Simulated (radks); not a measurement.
The numbers below are computed, except where a source is named.
Fractional charge and spin in the 5s shell of thulium: the spin-up occupation runs from 0 to 1 and the spin-down occupation from 0 to 1; the fullest corner is Tm3+, [Kr] 4d10 4f(up 6, down 6) 5p6 5s(up 1, down 1). Level of theory: scalar-relativistic Kohn-Sham, r2SCAN, spin-polarised, spherical densities, finite nucleus; meta-GGA in the generalised Kohn-Sham scheme; Fermi nuclear charge, rms radius of each element as measured or else 0.836 A^(1/3) + 0.57 fm (a radial shooting solver on a logarithmic mesh with Libxc functionals). Energy (eV) above the fullest corner. The planes named below are the two flat planes that join the four corners, with an edge along up + down = one added electron.

down \ up        0     0.25      0.5     0.75       1
0          203.402  174.286  146.168  119.046  92.918
0.25       174.286  146.300  119.301   93.288  68.259
0.5        146.168  119.301   93.412   68.497  44.555
0.75       119.046   93.288   68.497   44.670  21.803
1           92.918   68.259   44.555   21.803   0.000

Corners above the fullest one (they belong to Tm4+ and the next ion): (up 1, down 0) 92.918 eV, (up 0, down 1) 92.918 eV, (up 0, down 0) 203.40 eV. With half an added electron in each spin the energy lies 0.493 eV from the planes, and with half an added electron in spin up alone -1.992 eV. The planes are only a guide here: the flat-plane condition holds for ground states with one frontier orbital, while this shell lies below other occupied shells, so the corners above the fullest one are inner-hole states and not the ground states of those ions.
